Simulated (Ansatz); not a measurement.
Isolated molecules relaxed with PBE0-D4/def2-TZVP in Ansatz; ΔE leaves out vibrations. CCSD(T)/CBS adds triple-zeta CCSD(T) − MP2 to the extrapolated MP2 energy (def2 sets, frozen cores). This one scheme is used for every species. For As outer-core shells are correlated without core-valence functions, which leaves a few kJ/mol of doubt a bond. Scalar relativity is left out up to krypton. Each species was taken in one conformer, which may not be the lowest.

Reaction (ligand exchange at the As–N bond): `N[AsH][SiH3]` + `[SiH3]S` → `[SiH3]S[AsH][SiH3]` + NH₃

`N[AsH][SiH3]`:

Cartesian coordinates in Å:
```
N -0.267 0.338 -1.697
As 0.070 1.294 -0.133
Si 0.656 -0.607 1.146
H -0.463 0.969 -2.463
H -1.026 -0.326 -1.621
H -1.330 1.351 0.500
H 0.609 -0.249 2.589
H 2.033 -1.034 0.789
H -0.282 -1.735 0.890
```

`[SiH3]S`:

Cartesian coordinates in Å:
```
Si -0.321 -0.394 0.141
S 0.340 1.292 -0.994
H 0.632 -1.529 0.042
H -1.621 -0.772 -0.464
H -0.509 -0.051 1.573
H 1.479 1.454 -0.298
```

`[SiH3]S[AsH][SiH3]`:

Z-matrix (Å, degrees):
```
Si
S 1 2.134
H 1 1.485 2 111.0
H 1 1.485 2 106.0 3 119.2
H 1 1.485 2 111.1 3 -121.2
As 2 2.261 1 96.0 3 58.9
Si 6 2.368 2 93.3 1 -133.7
H 6 1.525 2 95.4 1 132.5
H 7 1.484 6 107.1 2 74.3
H 7 1.484 6 111.3 2 -46.1
H 7 1.488 6 108.8 2 -167.3
```

NH₃:

```xyz
4

N     0.076    0.218    0.161
H     0.851   -0.411   -0.011
H    -0.660   -0.327    0.592
H    -0.267    0.520   -0.743
```

```tsv
species	CCSD/def2-TZVPP energy (Eh)
`N[AsH][SiH3]`	-2581.76380
`[SiH3]S`	-689.19185
`[SiH3]S[AsH][SiH3]`	-3214.51119
NH₃	-56.46834
```

Problem. Work out ΔE.

Solution. ΔE = (-3214.51119) + (-56.46834) − (-2581.76380) − (-689.19185) = -0.02388 Eh = -15.0 kcal/mol. CCSD(T)/CBS gives -17.4 kcal/mol.

Largest T1 diagnostic among the species: 0.012.

In def2-TZVPP, CCSD(T) changes the Hartree–Fock value by −2.5 kcal/mol (the triples alone add −0.8 kcal/mol) and MP2 by −4.2 kcal/mol. The D4 term adds −2.4 kcal/mol with B3LYP and −1.3 kcal/mol with PBE0; it sums over pairs of atoms, weighted by their polarisabilities, and B3LYP, whose exchange is more repulsive, gets the larger term.

B3LYP here is the variant with VWN-RPA as its local correlation; programs differ in this.
